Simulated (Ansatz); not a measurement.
The same bond dissociation along the group F, Cl, Br.

Program: Ansatz. Geometries: PBE0-D4/def2-TZVP. ΔE: electronic, gas phase. CCSD(T)/CBS adds triple-zeta CCSD(T) − MP2 to the extrapolated MP2 energy (def2 sets, frozen cores). This one scheme is used for every species. DFT in def2-TZVPP. Open shells (•) are unrestricted, without spin–orbit coupling. For Br, Ge outer-core shells are correlated without core-valence functions, which leaves a few kJ/mol of doubt a bond. Scalar relativity is left out up to krypton.

```json
{"reaction": "`[BH2][GeH2][F]` → `[BH2]`• + `[F][GeH2]`•", "PBE-D4 (kJ/mol)": "351"}
{"reaction": "`[BH2][GeH2][Cl]` → `[BH2]`• + `[Cl][GeH2]`•", "PBE-D4 (kJ/mol)": "345"}
{"reaction": "`[BH2][GeH2][Br]` → `[BH2]`• + `[GeH2][Br]`•", "PBE-D4 (kJ/mol)": "343"}
```

Question: Give the CCSD(T)/CBS values in the same order. (Estimate.)

Answer: Computed: 371, 365, 363 kJ/mol.

Largest T1 diagnostic: 0.014, for `[F][GeH2]`•.
